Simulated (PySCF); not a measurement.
Static response to an electric field

GeH2Me(OAc), C3H8GeO2.
Structure used (PBE0-D3(BJ)/def2-SVP), in Å, numbered top down from 1:
```xyz
14
C3H8GeO2 angstrom
Ge     0.6895    1.1608    0.4743
H      0.6258    1.1280    2.0068
H      2.1228    1.0918   -0.0676
C     -0.3361    2.6165   -0.2907
H      0.0658    3.5850    0.0408
H     -1.3861    2.5430    0.0256
H     -0.2941    2.5744   -1.3882
O     -0.2329   -0.3019   -0.1658
C      0.2539   -1.4787    0.2103
C     -0.5352   -2.6384   -0.3255
O      1.2332   -1.5797    0.9130
H     -0.0744   -3.5817   -0.0127
H     -0.5823   -2.5813   -1.4225
H     -1.5692   -2.5817    0.0454
```

Level: B3LYP/def2-SVPD (PySCF), static field, nuclei fixed, core orbitals frozen in the response. The polarisability tensor in these axes (au):

```
x   69.44 -0.49  5.67
y   -0.49 88.77 -0.96
z    5.67 -0.96 65.55
```

**Question.** What are the eigenvalues, a third of the trace, and Δα (Δα² = ½Σ(αi − αj)² over the three pairs)?

**Answer.** Principal values 61.48, 73.43 and 88.84 au; mean 74.59 au = 11.05 Å³ = 12.30 × 10⁻⁴⁰ C²·m²/J; Δα = 23.75 au (32 % of the mean).

**Question.** What is the dipole moment, and where does it point?

**Answer.** (-1.53, 1.52, -1.10) D, 2.42 D in size, pointing from the negative to the positive side. Measured along this direction, the outermost atoms are H12 and O11 at the negative end and H6 and H7 at the positive end.

**Question.** Traceless (Buckingham) quadrupole moment about the centre of nuclear charge: eigenvalues?

**Answer.** -10.45, 0.34, 10.10 D·Å. The values depend on the origin, since the dipole doesn't vanish. The electronic extent ⟨r²⟩ about the same centre is 1044 bohr², a root-mean-square distance of 1.99 Å for the 74 electrons.

**Question.** Rayleigh depolarisation ratio (linearly polarised light, static tensor)?

**Answer.** ρ = 3Δα²/(45ᾱ² + 4Δα²) = 1692.5/(250332 + 2256.7) = 0.0067.

**Question.** Form Σ f/ω² (atomic units) for the 15 lowest TDDFT singlets, given as eV and f, and set it beside the mean polarisability, which is this sum over all singlets: 5.83, 0.0007; 6.78, 0.0362; 6.96, 0.0014; 7.55, 0.0056; 7.55, 0.0003; 7.74, 0.0439; 7.84, 0.0233; 7.89, 0.0001; 7.90, 0.0203; 7.97, 0.1132; 8.16, 0.0051; 8.28, 0.0005; 8.45, 0.0092; 8.46, 0.0002; 8.60, 0.0061.

**Answer.** They add up to 3.30 au, 4.4 % of the 74.59 au; the largest single term is 1.32 au, from the state at 7.97 eV. Terms in order: 0.02, 0.58, 0.02, 0.07, 0.00, 0.54, 0.28, 0.00, 0.24, 1.32, 0.06, 0.01, 0.09, 0.00, 0.06 au. Higher excitations give the rest. The strengths listed sum to 0.266.

**Question.** Orientational against electronic polarisability at 273 K (dilute gas, rigid molecules)?

**Answer.** In Gaussian units μ²/3kT = 51.86 Å³ against 11.05 Å³, a ratio of 4.69; the Debye molar polarisation (4π/3)N_A(α + μ²/3kT) is 158.7 cm³/mol, leaving out the vibrational part.

**Question.** Give the principal axes and the span of the nuclei along them.

**Answer.** Largest value along (-0.04, 1.00, -0.05), where the nuclei span 7.14 Å; middle along (0.81, 0.06, 0.58), 3.21 Å; least along (-0.58, 0.02, 0.81), 2.56 Å. The response follows the extents in order.

The structure is a single PBE0-D3(BJ)/def2-SVP conformer in the gas phase; no vibrational or solvent corrections. The calculation is non-relativistic, for germanium too.
